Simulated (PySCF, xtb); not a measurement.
tert-butylthiol (C4H10S), SMILES CC(S)(C)C. One conformer was computed; it need not be the lowest.

Harmonic wavenumbers (cm⁻¹) from GFN2-xTB (xtb) at its own minimum, in rising order: 163, 203, 236, 240, 269, 283, 357, 392, 393, 601, 818, 852, 960, 965, 969, 1034, 1039, 1177, 1240, 1249, 1405, 1405, 1425, 1478, 1488, 1488, 1494, 1495, 1506, 2436, 3015, 3017, 3022, 3026, 3027, 3033, 3039, 3040, 3041.

### Question
What does PySCF 2.14.0 with PBE-D3(BJ)/def2-SVP give at its own minimum? (Estimate from the structure and the level; the computed values follow.)

### Answer
204, 252, 277, 277, 292, 294, 357, 387, 392, 576, 811, 848, 907, 916, 924, 1004, 1013, 1143, 1205, 1216, 1330, 1330, 1355, 1392, 1401, 1406, 1419, 1421, 1436, 2603, 2956, 2960, 2969, 3042, 3046, 3059, 3068, 3072, 3074. Paired by order, the mean absolute difference is 45 cm⁻¹ and the zero-point energies are 80.5 and 79.5 kcal/mol.
